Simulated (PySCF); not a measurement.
## State search for KSe

Unrestricted PBE0; PySCF, no relativity, basis sets K pcseg-1, Se pcseg-1. Outer shells of the fragments: K 4s1; Se 3d10 4s2 4p4.

Followed along the bond (rough minima from three points):

| 2Ms+1 | unpaired | ⟨S²⟩ at the start | R at minimum (Å) | Te (eV) |
| --- | --- | --- | --- | --- |
| 2 | π ↑ | 0.75 | 2.94 | 0.00 |
| 2 | σ ↑ | 0.75 | 2.80 | 0.35 |
| 4 | σ ↑, π ↑↑ | 3.75 | none in the scan | ≤ 2.52 |

Solutions found at the starting distance of 3.060 Å, counted from the lowest of them; the search is not exhaustive and high or unbound solutions are not listed, so other states can lie among these:

```csv
2Ms+1,unpaired,term,E (eV),⟨S²⟩,⟨Lz²⟩,μ (D)
2,π ↑,²Π,0.00,0.75,1.01,-10.38
2,σ ↑,²Σ⁺,0.44,0.75,0.00,-10.98
4,"σ ↑, π ↑↑",⁴Σ⁻,2.62,3.75,0.00,2.65
2,"σ ↓, π ↑↑",mixed,2.66,1.75,0.00,2.95
4,"σ ↑↑, π ↑",⁴Π,2.87,3.75,1.01,2.61
2,"σ ↑, π ↑↓",mixed,3.05,1.76,2.01,2.79
4,π ↑↑↑,⁴Π,4.25,3.75,1.00,0.73
2,σ ↑,mixed,4.31,0.75,2.00,2.81
4,"σ ↑, π ↑↑",mixed,4.47,3.75,2.00,0.40
4,"σ ↑, π ↑↑",mixed,4.56,3.75,2.00,0.79
```

A term symbol is given only where ⟨S²⟩ and ⟨Lz²⟩ are close to those of a pure state; real π, δ and φ orbitals otherwise mix terms. A positive dipole means K(−)Se(+).

Question: Compare the gap between the two lowest followed solutions at the starting distance with the gap between their minima.

Answer: At PBE0 the second solution (doublet, unpaired electrons σ ↑) lies +0.44 eV from the first (doublet, unpaired electrons π ↑) at 3.060 Å and +0.35 eV at the minima; the two curves relax by different amounts, since their minima lie near 2.80 and 2.94 Å.

Spin–orbit coupling is left out. Counting both spins, an empty level lies below a filled one in some of these solutions, because spin and occupation are held.
